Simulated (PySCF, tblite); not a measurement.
Isomers of C3H15N3Si3, one GFN2-xTB conformer each. Single-point energies are computed at PBE0/pcSseg-1 (PySCF, gas phase, no added dispersion term), electronic only.

```
                           SMILES  GFN2-xTB relative energy (kcal/mol)
N[Si]1(N)CC[C@@H]1N([SiH3])[SiH3]                                 67.9
       CCCN1[SiH2]N[SiH2]N[SiH2]1                                  0.0
```

Conformers: `[NH2:1][Si:2]1([NH2:3])[CH2:4][CH2:5][C@@H:6]1[N:7]([SiH3:8])[SiH3:9]` with H–N1–Si2–N3 -176° and -43°, N1–Si2–N3–H -176° and -38°, C5–C6–N7–Si8 79°, N1–Si2–C4–C5 -112°, Si2–C4–C5–C6 -17°, C4–C5–C6–N7 147°, N1–Si2–C6–C5 92°; `[CH3:1][CH2:2][CH2:3][N:4]1[SiH2:5][NH:6][SiH2:7][NH:8][SiH2:9]1` with C1–C2–C3–N4 -176°, C2–C3–N4–Si5 -81°, C3–N4–Si5–N6 -163°, N4–Si5–N6–Si7 -38°, Si5–N6–Si7–N8 16°, N6–Si7–N8–Si9 24°.

Question: What does PBE0/pcSseg-1 give for the same structures?

Answer: 
| SMILES | PBE0/pcSseg-1 E (Eh) | PBE0/pcSseg-1 (kcal/mol) | GFN2-xTB (kcal/mol) | point group |
| --- | --- | --- | --- | --- |
| CCCN1[SiH2]N[SiH2]N[SiH2]1 | -1155.45352 | 0.0 | 0.0 | C1 |
| N[Si]1(N)CC[C@@H]1N([SiH3])[SiH3] | -1155.37432 | 49.7 | 67.9 | C1 |

Both levels put the same isomer lowest. As drawn, the higher has a four-membered ring and an Si–C bond, which the lower lacks.

Question: Which frontier levels, dipoles and rotational constants go with these structures?

Answer: 
| SMILES | HOMO (eV, PBE0/pcSseg-1) | LUMO (eV) | dipole (D) | A, B, C (MHz) |
| --- | --- | --- | --- | --- |
| CCCN1[SiH2]N[SiH2]N[SiH2]1 | -6.71 | 0.53 | 0.18 | 1999, 588.2, 485.9 |
| N[Si]1(N)CC[C@@H]1N([SiH3])[SiH3] | -6.55 | 0.22 | 1.38 | 1444, 679.6, 585.1 |

Question: What happens when harmonic zero-point energies from GFN2-xTB frequencies are added?

Answer: 
```json
{"SMILES": "CCCN1[SiH2]N[SiH2]N[SiH2]1", "ZPE (kcal/mol)": "113.4", "electronic (kcal/mol)": "0.0", "with ZPE (kcal/mol)": "0.0"}
{"SMILES": "N[Si]1(N)CC[C@@H]1N([SiH3])[SiH3]", "ZPE (kcal/mol)": "111.7", "electronic (kcal/mol)": "49.7", "with ZPE (kcal/mol)": "48.0"}
```

The zero-point energies span 1.7 kcal/mol. The order is unchanged.
